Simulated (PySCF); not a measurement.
Which level of theory gave which numbers?

Species: CH6N2Si2.
InChI=1S/CH6N2Si2/c2-1-4-5-3/h3-5H2

The closed-shell ground state was solved 7 times with PySCF (density fitting, gas phase), always in the pcSseg-2 basis (278 functions), with these functionals: B97-2, B97-D, BHandHLYP, HF, LC-wPBE, PBE0 and wB97X-D. Isolated species at its PBE0-D3(BJ)/def2-SVP geometry (one conformer only).

| row | total energy (Eh) | HOMO (eV) | LUMO (eV) | dipole (D) |
| --- | --- | --- | --- | --- |
| P | -729.8843 | -7.76 | -0.95 | 3.33 |
| Q | -730.2761 | -7.50 | -0.96 | 3.31 |
| R | -730.1881 | -6.41 | -1.69 | 3.25 |
| S | -730.2489 | -9.64 | 0.80 | 3.33 |
| T | -730.2190 | -9.02 | -0.03 | 3.44 |
| U | -730.0259 | -10.50 | 1.19 | 3.35 |
| V | -728.2335 | -10.92 | 2.03 | 3.50 |

**Question.** Which functional belongs to which row?

**Answer.** P = PBE0, Q = B97-2, R = B97-D, S = wB97X-D, T = BHandHLYP, U = LC-wPBE, V = HF. By rising HOMO–LUMO gap: B97-D (GGA) 4.72 eV; B97-2 (global hybrid, 21 % exact exchange) 6.54 eV; PBE0 (global hybrid, 25 % exact exchange) 6.81 eV; BHandHLYP (global hybrid, 50 % exact exchange) 8.99 eV; wB97X-D (range-separated hybrid) 10.44 eV; LC-wPBE (range-separated hybrid) 11.69 eV; HF (all exact exchange) 12.95 eV. Total energies of different functionals aren't bounds to one another; each is stationary for its own functional.

The values belong to the conformer `[N:1]#[C:2][SiH2:3][SiH2:4][NH2:5]`: C2–Si3–Si4–N5 -39°, H–N5–Si4–Si3 -169°, H–N5–Si4–Si3 47°.

B97-D and wB97X-D is run here without its empirical dispersion term; that term would change no orbital, density or response property at a fixed geometry.
